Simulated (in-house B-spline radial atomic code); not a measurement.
Whole-atom quantities along the 42-electron series, configuration [Kr] 4d6. Computed with a B-spline radial code for spherical atoms: non-relativistic Hartree-Fock, average of the configuration, point nuclei.

This level leaves out relativity, spin-orbit splitting included, which matters for heavy ions.

```json
{"ion": "Ba14+", "Z": "56", "E/Z² (Eh)": "-2.4926", "Σ<r²> (bohr²)": "9.6703", "n(0)/Z³ (bohr⁻³)": "0.70756", "Lamb diamagnetic shielding (ppm)": "5730.48", "repulsion over attraction": "0.13525"}
{"ion": "La15+", "Z": "57", "E/Z² (Eh)": "-2.5063", "Σ<r²> (bohr²)": "9.0684", "n(0)/Z³ (bohr⁻³)": "0.70816", "Lamb diamagnetic shielding (ppm)": "5852.94", "repulsion over attraction": "0.13348"}
{"ion": "Ce16+", "Z": "58", "E/Z² (Eh)": "-2.5197", "Σ<r²> (bohr²)": "8.5246", "n(0)/Z³ (bohr⁻³)": "0.70874", "Lamb diamagnetic shielding (ppm)": "5975.36", "repulsion over attraction": "0.13173"}
{"ion": "Pr17+", "Z": "59", "E/Z² (Eh)": "-2.5327", "Σ<r²> (bohr²)": "8.0311", "n(0)/Z³ (bohr⁻³)": "0.70931", "Lamb diamagnetic shielding (ppm)": "6097.75", "repulsion over attraction": "0.13002"}
{"ion": "Nd18+", "Z": "60", "E/Z² (Eh)": "-2.5454", "Σ<r²> (bohr²)": "7.5815", "n(0)/Z³ (bohr⁻³)": "0.70987", "Lamb diamagnetic shielding (ppm)": "6220.11", "repulsion over attraction": "0.12835"}
{"ion": "Pm19+", "Z": "61", "E/Z² (Eh)": "-2.5577", "Σ<r²> (bohr²)": "7.1706", "n(0)/Z³ (bohr⁻³)": "0.71041", "Lamb diamagnetic shielding (ppm)": "6342.45", "repulsion over attraction": "0.1267"}
{"ion": "Sm20+", "Z": "62", "E/Z² (Eh)": "-2.5697", "Σ<r²> (bohr²)": "6.7938", "n(0)/Z³ (bohr⁻³)": "0.71093", "Lamb diamagnetic shielding (ppm)": "6464.76", "repulsion over attraction": "0.12509"}
{"ion": "Eu21+", "Z": "63", "E/Z² (Eh)": "-2.5814", "Σ<r²> (bohr²)": "6.4473", "n(0)/Z³ (bohr⁻³)": "0.71144", "Lamb diamagnetic shielding (ppm)": "6587.06", "repulsion over attraction": "0.12351"}
{"ion": "Gd22+", "Z": "64", "E/Z² (Eh)": "-2.5928", "Σ<r²> (bohr²)": "6.1277", "n(0)/Z³ (bohr⁻³)": "0.71194", "Lamb diamagnetic shielding (ppm)": "6709.34", "repulsion over attraction": "0.12197"}
{"ion": "Tb23+", "Z": "65", "E/Z² (Eh)": "-2.6039", "Σ<r²> (bohr²)": "5.8322", "n(0)/Z³ (bohr⁻³)": "0.71243", "Lamb diamagnetic shielding (ppm)": "6831.6", "repulsion over attraction": "0.12046"}
{"ion": "Dy24+", "Z": "66", "E/Z² (Eh)": "-2.6148", "Σ<r²> (bohr²)": "5.5584", "n(0)/Z³ (bohr⁻³)": "0.71291", "Lamb diamagnetic shielding (ppm)": "6953.84", "repulsion over attraction": "0.11897"}
{"ion": "Ho25+", "Z": "67", "E/Z² (Eh)": "-2.6253", "Σ<r²> (bohr²)": "5.3041", "n(0)/Z³ (bohr⁻³)": "0.71337", "Lamb diamagnetic shielding (ppm)": "7076.08", "repulsion over attraction": "0.11752"}
{"ion": "Er26+", "Z": "68", "E/Z² (Eh)": "-2.6356", "Σ<r²> (bohr²)": "5.0675", "n(0)/Z³ (bohr⁻³)": "0.71382", "Lamb diamagnetic shielding (ppm)": "7198.3", "repulsion over attraction": "0.1161"}
{"ion": "Tm27+", "Z": "69", "E/Z² (Eh)": "-2.6457", "Σ<r²> (bohr²)": "4.8468", "n(0)/Z³ (bohr⁻³)": "0.71427", "Lamb diamagnetic shielding (ppm)": "7320.51", "repulsion over attraction": "0.11471"}
{"ion": "Yb28+", "Z": "70", "E/Z² (Eh)": "-2.6555", "Σ<r²> (bohr²)": "4.6407", "n(0)/Z³ (bohr⁻³)": "0.7147", "Lamb diamagnetic shielding (ppm)": "7442.71", "repulsion over attraction": "0.11335"}
```

Task: With what power of Z does the column «Σ<r²> (bohr²)» change over this range?

Result: A fit of the logarithm of its size against log Z from Z = 56 to 70 has slope -3.28. Unscreened non-relativistic hydrogenic orbitals would give -2.
